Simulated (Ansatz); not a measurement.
Two isomers of CH9NOSi2: A = `OC([SiH3])N[SiH3]`, B = `C[SiH](N)O[SiH3]`.

Isolated molecules relaxed with PBE0-D4/def2-TZVP in Ansatz; ΔE leaves out vibrations. CBS: MP2 limit from def2 TZ/QZ plus the TZ coupled-cluster correction, frozen cores. DFT in def2-TZVPP. B3LYP here is the variant with VWN-RPA as its local correlation; programs differ in this. Each species was taken in one conformer, which may not be the lowest.

**Question.** Which isomer does CCSD(T)/CBS put lower? Give the gap. (An estimate is asked.)

**Answer.** Ansatz gave: B, by 386.7 kJ/mol.

**Question.** Give E(B) − E(A) in kJ/mol with r2SCAN-D4, CCSD(T)/def2-TZVPP, PBE-D4, MP2/def2-TZVPP, PBE0-D4, B3LYP, CCSD/def2-TZVPP. (Estimate.)

**Answer.** The calculation gave: r2SCAN-D4 -383.3, CCSD(T)/def2-TZVPP -380.5, PBE-D4 -351.9, MP2/def2-TZVPP -393.7, PBE0-D4 -366.8, B3LYP -378.5, CCSD/def2-TZVPP -385.4. None reverses the order clearly.

Largest T1 diagnostic: 0.012.

From PBE to PBE0 (25 % exact exchange), in def2-TZVPP and without D4, E(B) − E(A) moves by −14.7 kJ/mol. In def2-TZVPP, CCSD(T) changes the Hartree–Fock value by +23.2 kJ/mol (the triples alone add +4.9 kJ/mol) and MP2 by +9.9 kJ/mol.
